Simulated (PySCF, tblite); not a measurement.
Isomers of [C8H5O2S]- (charge -1), one GFN2-xTB conformer each. Single-point energies are computed at PBE0/pcSseg-1 (PySCF, gas phase, no added dispersion term), electronic only.

| SMILES | GFN2-xTB relative energy (kcal/mol) |
| --- | --- |
| [O-]c1cc(-c2ccco2)cs1 | 4.0 |
| [O-]c1ccc(-c2cccs2)o1 | 0.0 |

Conformers: `[O-:1][c:2]1[cH:3][c:4](-[c:5]2[cH:6][cH:7][cH:8][o:9]2)[cH:10][s:11]1` (charge -1) with C3–C4–C5–C6 0°; `[O-:1][c:2]1[cH:3][cH:4][c:5](-[c:6]2[cH:7][cH:8][cH:9][s:10]2)[o:11]1` (charge -1) with C4–C5–C6–C7 180°.

What does PBE0/pcSseg-1 give for the same structures?

```tsv
SMILES	PBE0/pcSseg-1 E (Eh)	PBE0/pcSseg-1 (kcal/mol)	GFN2-xTB (kcal/mol)	point group
[O-]c1ccc(-c2cccs2)o1	-855.80983	0.0	0.0	Cs
[O-]c1cc(-c2ccco2)cs1	-855.79639	8.4	4.0	Cs
```

Both levels put the same isomer lowest. 

What happens when harmonic zero-point energies from GFN2-xTB frequencies are added?

```json
{"SMILES": "[O-]c1ccc(-c2cccs2)o1", "ZPE (kcal/mol)": "66.0", "electronic (kcal/mol)": "0.0", "with ZPE (kcal/mol)": "0.0"}
{"SMILES": "[O-]c1cc(-c2ccco2)cs1", "ZPE (kcal/mol)": "66.1", "electronic (kcal/mol)": "8.4", "with ZPE (kcal/mol)": "8.5"}
```

The zero-point energies span 0.1 kcal/mol. The order is unchanged.

As an exercise, what shares would exp(−E/RT) give at 2000 K from these electronic energies alone (no entropy, no degeneracies)?

RT = 3.974 kcal/mol: [O-]c1ccc(-c2cccs2)o1 89.3 %, [O-]c1cc(-c2ccco2)cs1 10.7 %.
